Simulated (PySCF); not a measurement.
F2Ge (SMILES [F][Ge][F]), singlet, at a GFN2-xTB geometry, with bond 3-1 at 1.3 times its length; PySCF with PBE0/def2-SV(P).

Input for PySCF:
```python
from pyscf import gto, scf, dft

mol = gto.M(
    atom='''
Ge    0.013325   -0.011198    0.438921
F     0.624710    1.170874   -0.770623
F    -0.877712   -1.467016   -1.158656
''',
    basis='def2-sv(p)',
    charge=0,
    spin=0,
    verbose=4,
)

mf = dft.RKS(mol)
mf.xc = 'pbe0'
mf.init_guess = 'vsap'
mf.kernel()
mf.analyze()
```

What the program printed (banner, timings and long lists left out):

```
PySCF version 2.14.0

[INPUT] verbose = 4
[INPUT] num. atoms = 3
[INPUT] num. electrons = 50
[INPUT] charge = 0
[INPUT] spin (= nelec alpha-beta = 2S) = 0
[INPUT] symmetry False subgroup None
[INPUT] Mole.unit = angstrom
[INPUT] Symbol           X                Y                Z      unit          X                Y                Z       unit  Magmom
[INPUT]  1 Ge     0.013325000000  -0.011198000000   0.438921000000 AA    0.025180600610  -0.021161153143   0.829440480320 Bohr   0.0
[INPUT]  2 F      0.624710000000   1.170874000000  -0.770623000000 AA    1.180530807277   2.212631186374  -1.456266415291 Bohr   0.0
[INPUT]  3 F     -0.877712000000  -1.467016000000  -1.158656000000 AA   -1.658635296244  -2.772258460355  -2.189542512584 Bohr   0.0

nuclear repulsion = 163.940412944393
number of shells = 24
number of NR pGTOs = 122
number of NR cGTOs = 60
basis = def2-sv(p)
ecp = {}

******** <class 'pyscf.dft.rks.RKS'> ********
method = RKS
initial guess = vsap
damping factor = 0
level_shift factor = 0
DIIS = <class 'pyscf.scf.diis.CDIIS'>
diis_start_cycle = 1
diis_space = 8
diis_damp = 0
SCF conv_tol = 1e-09
SCF conv_tol_grad = None
SCF max_cycles = 50
direct_scf = True
direct_scf_tol = 1e-13
XC library pyscf.dft.libxc version 7.1.2
    S. Lehtola, C. Steigemann, M. J. T. Oliveira, and M. A. L. Marques,  SoftwareX 7, 1–5 (2018)
XC functionals = pbe0
    C. Adamo and V. Barone,  J. Chem. Phys. 110, 6158 (1999)
    M. Ernzerhof and G. E. Scuseria,  J. Chem. Phys. 110, 5029 (1999)
radial grids:
    Treutler-Ahlrichs [JCP 102, 346 (1995); DOI:10.1063/1.469408] (M4) radial grids

becke partition: Becke, JCP 88, 2547 (1988); DOI:10.1063/1.454033
pruning grids: <function nwchem_prune>
grids dens level: 3
symmetrized grids: False
atomic radii adjust function: <function treutler_atomic_radii_adjust>
small_rho_cutoff = 0
Set gradient conv threshold to 3.16228e-05
tot grids = 49168
  HOMO = -0.388161665330227  LUMO = -0.178392472418081  gap/eV = 5.70811
init E= -2275.53919613382
  HOMO = -0.0547272338820388  LUMO = -0.0223084417631836  gap/eV = 0.88216
cycle= 1 E= -2268.76660685179  delta_E= 6.77  |g|= 4.73  |ddm|= 3.55
  HOMO = -0.24620653749333  LUMO = -0.234158173520958  gap/eV = 0.32785
cycle= 2 E= -2226.55130068108  delta_E= 42.2  |g|= 11.6  |ddm|= 11.3
  HOMO = -0.391761204397715  LUMO = -0.104759035124247  gap/eV = 7.80973
cycle= 3 E= -2273.0537496774  delta_E= -46.5  |g|= 3.62  |ddm|= 9.76
  HOMO = -0.291224157642873  LUMO = -0.109817779995247  gap/eV = 4.93632
cycle= 4 E= -2275.77813923076  delta_E= -2.72  |g|= 0.419  |ddm|= 2.89
  HOMO = -0.220736202814678  LUMO = -0.143142901001901  gap/eV = 2.11142
cycle= 5 E= -2275.65050284179  delta_E= 0.128  |g|= 0.872  |ddm|= 0.915
  HOMO = -0.257542492930428  LUMO = -0.138831151519967  gap/eV = 3.23030
cycle= 6 E= -2275.78624166573  delta_E= -0.136  |g|= 0.34  |ddm|= 0.382
  HOMO = -0.304511895039332  LUMO = -0.128069828878949  gap/eV = 4.80123
cycle= 7 E= -2275.8131529126  delta_E= -0.0269  |g|= 0.0659  |ddm|= 0.264
  HOMO = -0.307538053219786  LUMO = -0.131517254177052  gap/eV = 4.78977
cycle= 8 E= -2275.81385422534  delta_E= -0.000701  |g|= 0.0206  |ddm|= 0.059
  HOMO = -0.304307643383349  LUMO = -0.131879106782283  gap/eV = 4.69202
cycle= 9 E= -2275.81394292057  delta_E= -8.87e-05  |g|= 0.00376  |ddm|= 0.0139
  HOMO = -0.303881486023888  LUMO = -0.131970055175191  gap/eV = 4.67795
cycle= 10 E= -2275.81394633987  delta_E= -3.42e-06  |g|= 0.000445  |ddm|= 0.00324
  HOMO = -0.303787675435052  LUMO = -0.131943563541528  gap/eV = 4.67612
cycle= 11 E= -2275.81394639967  delta_E= -5.98e-08  |g|= 8.89e-05  |ddm|= 0.000572
  HOMO = -0.303776746781585  LUMO = -0.13194332469819  gap/eV = 4.67583
cycle= 12 E= -2275.81394640204  delta_E= -2.37e-09  |g|= 1.52e-05  |ddm|= 0.000114
  HOMO = -0.303774436132879  LUMO = -0.131944891833462  gap/eV = 4.67572
cycle= 13 E= -2275.81394640218  delta_E= -1.4e-10  |g|= 3.18e-06  |ddm|= 3.25e-05
  HOMO = -0.3037747074932  LUMO = -0.131944612468259  gap/eV = 4.67574
Extra cycle  E= -2275.81394640219  delta_E= -8.19e-12  |g|= 2.67e-06  |ddm|= 9.07e-06
converged SCF energy = -2275.81394640219
**** SCF Summaries ****
Total Energy =                       -2275.813946402187867
Nuclear Repulsion Energy =             163.940412944392904
One-electron Energy =                -3499.288084186446667
Two-electron Energy =                 1059.533724839865954
Two-electron Coulomb Energy =         1158.997386306531780
DFT Exchange-Correlation Energy =      -99.463661466665826
HOMO-LUMO gap [eV] =                     4.675735045576959
**** MO energy ****
MO #1   energy= -399.1632919578    occ= 2
MO #2   energy= -50.0021946580743  occ= 2
MO #3   energy= -44.4972389342446  occ= 2
MO #4   energy= -44.4960580521025  occ= 2
MO #5   energy= -44.4949653829761  occ= 2
MO #6   energy= -24.772436449337   occ= 2
MO #7   energy= -24.6558882898556  occ= 2
MO #8   energy= -6.38642481325828  occ= 2
MO #9   energy= -4.54584562990302  occ= 2
MO #10  energy= -4.54115172805682  occ= 2
MO #11  energy= -4.53828922111719  occ= 2
MO #12  energy= -1.3425641293072   occ= 2
MO #13  energy= -1.33810610199113  occ= 2
MO #14  energy= -1.33627334525828  occ= 2
MO #15  energy= -1.33588936745068  occ= 2
MO #16  energy= -1.33183863203556  occ= 2
MO #17  energy= -1.16737409422725  occ= 2
MO #18  energy= -1.0229690932213   occ= 2
MO #19  energy= -0.56284473861222  occ= 2
MO #20  energy= -0.440868134175236 occ= 2
MO #21  energy= -0.439840026939211 occ= 2
MO #22  energy= -0.413800386334374 occ= 2
MO #23  energy= -0.316428960500205 occ= 2
MO #24  energy= -0.306349585166467 occ= 2
MO #25  energy= -0.3037747074932   occ= 2
MO #26  energy= -0.131944612468259 occ= 0
MO #27  energy= -0.0710709014401534 occ= 0
MO #28  energy= -0.0139086103819479 occ= 0
MO #29  energy= 0.14368990726864   occ= 0
MO #30  energy= 0.312706529255685  occ= 0
MO #31  energy= 0.321467553680503  occ= 0
MO #32  energy= 0.345803484874694  occ= 0
MO #33  energy= 0.361961247287625  occ= 0
 ** Mulliken pop on meta-lowdin orthogonal AOs  **
 ** Mulliken pop  **
 ** Mulliken atomic charges  **
charge of    0Ge =      0.91892
charge of    1F =     -0.41756
charge of    2F =     -0.50136
Dipole moment(X, Y, Z, Debye):  1.12696,  1.63719,  4.58972
```
